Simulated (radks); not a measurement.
Results of a calculation; reference values are marked as such.
Numerical settings for the rhodium ion Rh2+, [Kr] 4d7. Level of theory: scalar-relativistic Kohn-Sham, PBE, spin-polarised, spherical densities, finite nucleus; open shells are filled with parallel spins first (spin-orbit coupling, left out, can overturn this in heavy ions); Fermi nuclear charge, rms radius 4.4945 fm (a radial shooting solver on a logarithmic mesh with Libxc functionals). The defaults (mesh step 0.008 in ln r, mesh end at 40 bohr or more with all orbitals vanishing there, Anderson mixing 0.5 over 9 steps, residual threshold near 1e-9 with the energy settled to 1e-9 hartree or 1e-11 of itself, here a cap of 53 iterations) give E = -4783.1003 hartree and 4d at -24.474 eV in 15 iterations. Run on one thread of a shared host, so times are rough (Arm Neoverse V2): 0.17 s of CPU time, 0.17 s wall, 15 iterations on 2198 mesh points. Changes against that run (0 stands for a change within the tolerance of the run):

setting                    iterations         converged  E (mhartree)  e(4d) (meV)  CPU (s)
mesh step in ln r 0.005            19               yes             0            0     0.31
mesh step in ln r 0.2               6                no      diverged            -     0.03
mesh step in ln r 0.12              2                no      diverged            -     0.01
mesh end (bohr) 20                 15               yes             0            0     0.17
mesh end (bohr) 2                  15  level above zero     +5.66e+03    +3.81e+04     0.13
residual threshold 0.001           10               yes             0      -0.0203     0.13
residual threshold 1e-05           10               yes             0      -0.0203     0.13
mixing 0.01                        36               yes             0            0     0.33
linear mixing, mixing 0.2          53                no     +0.000275      -0.0799     0.53
linear mixing, mixing 0.5          30               yes             0            0     0.29
mixing history 20                  20               yes             0            0     0.21
iteration cap 8                     8                no             0       -0.531     0.11

Settled on a wrong energy, with an occupied level pushed above zero by the early mesh end: mesh end (bohr) 2 (+5.66 hartree). Apart from these: no run marked as converged misses the energy by more than 1 mhartree. A mesh that ends early acts as a hard wall.
